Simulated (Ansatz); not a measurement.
Ansatz (an electronic-structure program) input file for SiCl₂I₂, SMILES I[Si](Cl)(Cl)I, PBE-D3(BJ)/def2-SVP. 

Ansatz 0.2 input:
```yaml
crystal:
  periodic: [false, false, false]
  atoms:
    - {symbol: Cl, position_ang: [0.00000001, 1.65900791, 1.88298773]}
    - {symbol: Si, position_ang: [0.00000000, 0.00000001, 0.68293526]}
    - {symbol: Cl, position_ang: [0.00000000, -1.65900791, 1.88298774]}
    - {symbol: I, position_ang: [-1.99623609, 0.00000000, -0.69417619]}
    - {symbol: I, position_ang: [1.99623609, -0.00000000, -0.69417620]}
basis:
  gaussian:
    orbitals: def2-SVP
hamiltonian:
  xc: pbe
  dispersion: d3bj
relax: {f_tol: 0.002, max_steps: 200}
```

Program output:

```
WARN ansatz: RAYON_NUM_THREADS=1 ignored (pool sized by the plan → 1); use --threads N
Functional definition: PBE
integrals: 0.06 GiB planned
1218 factors; their error is unknown
mean field: 0.30 GiB planned
mean field evaluation 1: about -49103.6978 eV, gradient 1.3e1 eV
mean field evaluation 2: about -49103.4418 eV, gradient 1.6e1 eV
mean field evaluation 4: about -49104.1223 eV, gradient 8.5e-1 eV
mean field evaluation 8: about -49104.0700 eV, gradient 1.4e-2 eV
mean field -49104.06998346 eV, -1804.5412879581 hartree, gradient 3.1e-5 eV, S^2 0.000000; 0 other end points of the search recorded, 0 dependent functions left out
the calculation of the forces begins
reference -49104.07001351 eV, -1804.5412890625 hartree; 49, 49 occupied and 57, 57 virtual orbitals, 1218 factors
relax step   1: F+E_penalty+E_count = -49104.36090626 eV  Δ(F+E_penalty+E_count) = +0.000e0 eV  max|allowed force component| = 2.899e-1 eV/Å  Δτ_max = 0.0000 Å  (25 SCF iters, accepted)
these checks for a lower state are left out or cut short: starts, cluster_reference, orbital_swaps, neighbouring_geometries, increment
integrals: 0.06 GiB planned
1218 factors; their error is unknown
mean field: 0.30 GiB planned
mean field evaluation 16: about -49104.1297 eV, gradient 3.2e0 eV
mean field -49104.08486511 eV, -1804.5418348486 hartree, gradient 6.6e-5 eV, S^2 0.000000; 0 other end points of the search recorded, 0 dependent functions left out
the calculation of the forces begins
reference -49104.08489538 eV, -1804.5418359612 hartree; 49, 49 occupied and 57, 57 virtual orbitals, 1218 factors
relax step   2: F+E_penalty+E_count = -49104.37127293 eV  Δ(F+E_penalty+E_count) = -1.037e-2 eV  max|allowed force component| = 1.437e-1 eV/Å  Δτ_max = 0.0353 Å  (24 SCF iters, accepted)
these checks for a lower state are left out or cut short: starts, cluster_reference, orbital_swaps, neighbouring_geometries, increment
integrals: 0.06 GiB planned
1218 factors; their error is unknown
mean field: 0.30 GiB planned
mean field -49104.08604354 eV, -1804.5418781550 hartree, gradient 7.1e-5 eV, S^2 0.000000; 0 other end points of the search recorded, 0 dependent functions left out
the calculation of the forces begins
reference -49104.08607373 eV, -1804.5418792648 hartree; 49, 49 occupied and 57, 57 virtual orbitals, 1218 factors
relax step   3: F+E_penalty+E_count = -49104.37390996 eV  Δ(F+E_penalty+E_count) = -2.637e-3 eV  max|allowed force component| = 1.963e-2 eV/Å  Δτ_max = 0.0148 Å  (25 SCF iters, accepted)
these checks for a lower state are left out or cut short: starts, cluster_reference, orbital_swaps, neighbouring_geometries, increment
integrals: 0.06 GiB planned
1218 factors; their error is unknown
mean field: 0.30 GiB planned
mean field evaluation 32: about -49104.0861 eV, gradient 7.1e-5 eV
mean field -49104.08610358 eV, -1804.5418803616 hartree, gradient 7.1e-5 eV, S^2 0.000000; 0 other end points of the search recorded, 0 dependent functions left out
the calculation of the forces begins
reference -49104.08613378 eV, -1804.5418814713 hartree; 49, 49 occupied and 57, 57 virtual orbitals, 1218 factors
relax step   4: F+E_penalty+E_count = -49104.37391554 eV  Δ(F+E_penalty+E_count) = -5.587e-6 eV  max|allowed force component| = 2.583e-2 eV/Å  Δτ_max = 0.0039 Å  (26 SCF iters, accepted)
these checks for a lower state are left out or cut short: starts, cluster_reference, orbital_swaps, neighbouring_geometries, increment
integrals: 0.06 GiB planned
1218 factors; their error is unknown
mean field: 0.30 GiB planned
mean field -49104.08611856 eV, -1804.5418809122 hartree, gradient 6.9e-5 eV, S^2 0.000000; 0 other end points of the search recorded, 0 dependent functions left out
the calculation of the forces begins
reference -49104.08614876 eV, -1804.5418820219 hartree; 49, 49 occupied and 57, 57 virtual orbitals, 1218 factors
relax step   5: F+E_penalty+E_count = -49104.37394351 eV  Δ(F+E_penalty+E_count) = -2.796e-5 eV  max|allowed force component| = 2.483e-4 eV/Å  Δτ_max = 0.0019 Å  (19 SCF iters, accepted)
integrals: 0.06 GiB planned
1218 factors; their error is unknown
mean field: 0.30 GiB planned
mean field -49104.08611856 eV, -1804.5418809122 hartree, gradient 6.9e-5 eV, S^2 0.000000; 1 other end points of the search recorded, 0 dependent functions left out
the calculation of the forces begins
reference -49104.08614876 eV, -1804.5418820219 hartree; 49, 49 occupied and 57, 57 virtual orbitals, 1218 factors
Total energy: -49104.37397370 eV, -1804.5524593935 hartree
Atom 0 at     0.000000     1.673292     1.893992 Å, force     0.000000    -0.000178    -0.000092 eV/Å
Atom 1 at    -0.000000     0.000000     0.684663 Å, force     0.000000     0.000000     0.000248 eV/Å
Atom 2 at     0.000000    -1.673292     1.893992 Å, force    -0.000000     0.000178    -0.000092 eV/Å
Atom 3 at    -2.014838    -0.000000    -0.706044 Å, force    -0.000054    -0.000000    -0.000033 eV/Å
Atom 4 at     2.014838    -0.000000    -0.706044 Å, force     0.000054     0.000000    -0.000033 eV/Å
Dipole moment:    -0.000000    -0.000000    -0.105023 e Å
```

Self-consistency was reached.
